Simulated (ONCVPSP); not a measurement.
# Varying the ONCV potential for germanium

Base potential:

- Element: Ge
- Generator: ONCVPSP 4.0.1
- Type: optimised norm-conserving Vanderbilt (ONCV)
- Functional: PBEsol
- Relativity: scalar-relativistic
- Frozen core: [Ar] 3d10
- Valence charge: 4
- Reference configuration: 4s1.5 4p2.5
- Partial waves: 4s: rc 1.85 bohr, ncon 4, nbas 7, qcut 2.7 1/bohr, 2 projectors, debl 3.9 Ha; 4p: rc 2.15 bohr, ncon 4, nbas 8, qcut 4.2 1/bohr, 1 projector; d scattering state at 0.1 Ha: rc 1.95 bohr, ncon 5, nbas 8, qcut 4.4 1/bohr, 3 projectors, debl 2.1 Ha
- Local potential: polynomial inside 1.15 bohr (lpopt 5, dvloc0 2 Ha)
- Core correction: Teter function, fcfact 3.25, rcfact 1.15

All-electron outer shells of the reference configuration (PBEsol, scalar-relativistic, ld1.x):

| shell | level (eV) | outermost node (bohr) | outermost maximum (bohr) |
| --- | --- | --- | --- |
| 3p | -116.34 | 0.23 | 0.54 |
| 3d | -30.20 | – | 0.50 |
| 4s | -12.24 | 0.77 | 1.73 |
| 4p | -4.25 | 0.82 | 2.19 |

Cutoffs, loose and tight: the cutoffs (Ha) at which the residual kinetic energy of the hardest occupied pseudo-wave falls to 1 and 0.1 mHa per electron. They do not see the model core or the augmentation charge, which bear on the density cutoff. Test errors are all-electron minus pseudo excitation energies from the reference, over the configurations 4s2 4p2; 4s2 4p1; 4s2 4p0; 4s0 4p4. A dash means not determined; rows that change the core or the reference have their own tests.

For the base: The cutoffs count occupied waves only; projector 3 of the d channel, the hardest unoccupied one, needs 95 Ha at the loose tolerance.

A true bound ghost makes a file unfit for plane-wave use even where its test errors are small: the radial tests pick states by their node count and pass the ghost by.

```csv
change,outcome,"cutoff, loose","cutoff, tight",bound ghosts,GHOST(+) flags above zero,largest test error (meV)
base,generated,29 Ha,36 Ha,d,"s, d",-19
"core correction Teter function, fcfact 1.7, rcfact 1.15",generated,29 Ha,36 Ha,d,"s, d",-26
"core correction Teter function, fcfact 2.4, rcfact 1.15",generated,29 Ha,36 Ha,d,"s, d",-23
"core correction Teter function, fcfact 3.4, rcfact 1.15",generated,29 Ha,36 Ha,d,"s, d",-18
"core correction Teter function, fcfact 3.9, rcfact 1.15",generated,29 Ha,36 Ha,d,"s, d",-16
"core correction Teter function, fcfact 5, rcfact 1.15",generated,29 Ha,36 Ha,d,"s, d",-19
"core correction Teter function, fcfact 5.6, rcfact 1.15",generated,29 Ha,36 Ha,d,"s, d",-21
"core correction Teter function, fcfact 6.4, rcfact 1.15",generated,29 Ha,36 Ha,d,"s, d",-22
"core correction Teter function, fcfact 7.5, rcfact 1.15",generated,29 Ha,36 Ha,d,"s, d",-25
```

Reading the sweep of the fcfact (base included, trends over the rows without a ghost): Bound ghosts are found at 1.7, 2.4, 3.25, 3.4, 3.9, 5, 5.6, 6.4, 7.5. Every judged row has one, so this setting neither creates nor removes them.
